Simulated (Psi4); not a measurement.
As (SMILES [As-]), charge -1, triplet (a gas-phase anion, which may not be bound at this level). Base run: PBE0/6-31G run with Psi4 1.11.

The Psi4 input:
```
memory 2 GB

molecule mol {
-1 3
As    0.000000    0.000000    0.000000
}

set {
  basis 6-31g
  reference uks
}

energy('pbe0')
print_variables()
```

Variants of this job, named by their change:

```csv
change,basis functions,E (Eh)
base,29,-2235.05715
basis = STO-3G,?,?
basis = pcseg-1,27,?
basis = cc-pVDZ,27,-2235.37076
basis = 6-31G*,35,-2235.12760
basis = aug-cc-pVDZ,36,-2235.39803
basis = def2-SVPD,?,?
basis = cc-pVTZ,43,-2235.60052
basis = pcseg-2,43,-2235.60284
basis = 6-311G**,44,-2235.51879
basis = def2-TZVP,?,?
basis = cc-pVQZ,68,-2235.60795
basis = def2-QZVPP,89,-2235.61229
```

Problem. Complete the blanks.

Solution. 
- basis = STO-3G, basis functions: 18
- basis = STO-3G, E (Eh): -2210.07458
- basis = pcseg-1, E (Eh): -2235.29181
- basis = def2-SVPD, basis functions: 38
- basis = def2-SVPD, E (Eh): -2235.26489
- basis = def2-TZVP, basis functions: 48
- basis = def2-TZVP, E (Eh): -2235.55048

Totals compare only among sets that treat the same electrons; sets with core potentials leave the core out.

Open shells are given as the SCF converged; they aren't shown to be the lowest states, and a large step between rows can be another state.

A gas-phase anion may not be bound at this level; its values then depend on the basis.
